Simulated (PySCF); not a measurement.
ClCu, singlet, at a GFN2-xTB geometry (such geometries of metal compounds can be far from the true shape). Base run: PBE/def2-TZVP (PySCF).

Here is a job for PySCF.
```python
from pyscf import gto, scf, dft

mol = gto.M(
    atom='''
Cu   -0.00000000   -0.00000000   -0.75781346
Cl    0.00000000    0.00000000    1.29274060
''',
    basis='def2-tzvp',
    verbose=4,
)

mf = dft.RKS(mol)
mf.xc = 'pbe'
mf.kernel()
```

Each row names what was changed in the base input (with any setting that the change needs).

| change | basis functions | E (Eh) | HOMO (eV) | HOMO-LUMO gap (eV) | dipole (D) |
|---|---|---|---|---|---|
| base | 82 | -2100.33825 | -5.94 | 2.12 | 4.43 |
| basis = cc-pVDZ-DK; relativity = spin-free X2C | 61 | -2116.06085 | -5.89 | 1.89 | 3.91 |
| basis = jorge-DZP-DKH; relativity = spin-free X2C | 67 | -2115.94396 | -5.40 | 1.88 | 4.76 |
| basis = cc-pVTZ-DK; relativity = none | 102 | -2092.48724 | -5.95 | 2.13 | 4.48 |
| basis = cc-pVDZ-DK; relativity = none | 61 | -2092.47563 | -5.92 | 2.08 | 4.24 |
| basis = jorge-DZP-DKH; relativity = none | 67 | -2098.76432 | -5.40 | 2.02 | 5.04 |
| basis = cc-pVTZ-DK; relativity = spin-free X2C; nucleus = Gaussian (with nucmod='G') | 102 | -2116.07927 | -5.91 | 1.94 | 4.14 |
| basis = cc-pVDZ-DK; relativity = spin-free X2C; nucleus = Gaussian (with nucmod='G') | 61 | -2116.05285 | -5.89 | 1.89 | 3.91 |
| basis = cc-pVTZ-DK; relativity = spin-free X2C | 102 | -2116.08728 | -5.91 | 1.94 | 4.14 |
| basis = jorge-DZP-DKH; relativity = spin-free X2C; nucleus = Gaussian (with nucmod='G') | 67 | -2115.93689 | -5.40 | 1.88 | 4.76 |

Absolute energies of different levels of theory aren't comparable as measures of quality.

Basis sets contracted for a relativistic Hamiltonian are a mismatch without it, so the rows without relativity aren't non-relativistic limits. No row has spin-orbit coupling; sets with core potentials leave out the core electrons.
